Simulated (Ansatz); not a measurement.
The same path of CH₁₀BNSSi₂ (16 atoms, charge 0, multiplicity 1) was run twice with different band settings. The coordinate that changes most is the dihedral Si3–Si4–B5–N6.

Level of theory: RKS BHLYP-D4/6-31G* in Ansatz 0.2.0.

Relaxed end points:

```xyz
16
Properties=species:S:1:pos:R:3
C -1.404 -2.138 -1.878
S -1.019 -2.886 -0.258
Si -0.691 -1.123 0.919
Si 1.053 0.215 0.116
B 1.316 1.840 1.284
N 1.016 3.106 0.810
H -2.268 -1.485 -1.812
H -1.635 -2.953 -2.554
H -0.558 -1.587 -2.271
H -0.393 -1.628 2.276
H -1.942 -0.330 0.989
H 2.268 -0.632 0.051
H 0.720 0.604 -1.281
H 1.709 1.749 2.405
H 0.684 3.290 -0.118
H 1.120 3.936 1.365
```

```xyz
16
Properties=species:S:1:pos:R:3
C -1.443 -2.360 -1.807
S -0.716 -2.925 -0.230
Si -0.625 -1.065 0.834
Si 0.756 0.519 -0.197
B 0.660 2.300 0.747
N 1.739 2.768 1.477
H -2.411 -1.898 -1.648
H -1.574 -3.239 -2.427
H -0.787 -1.666 -2.319
H -0.107 -1.422 2.172
H -1.994 -0.521 1.000
H 2.134 -0.035 -0.198
H 0.332 0.630 -1.614
H -0.324 2.971 0.722
H 2.612 2.282 1.556
H 1.726 3.639 1.975
```

Common settings: spring 5.0 eV/Å²; optimiser quadratic models (default); start path through a guess of the saddle point; force threshold 0.05 eV/Å; end points relaxed.

| run | movable images | climbing image | iteration limit |
| --- | --- | --- | --- |
| 1 | 5 | yes | 58 |
| 2 | 6 | no | 53 |

**Question.** What does each run give, and how far can it be trusted?

**Answer.** Run 1: converged after 24 iterations, highest image 0.060 eV above the first end. A vibrational analysis at the climbing image gives one clearly imaginary mode, 79i cm⁻¹: a first-order saddle point.
Run 2: converged after 19 iterations, highest image 0.057 eV above the first end. No image climbed, so the highest image needn't sit at the top of the path.
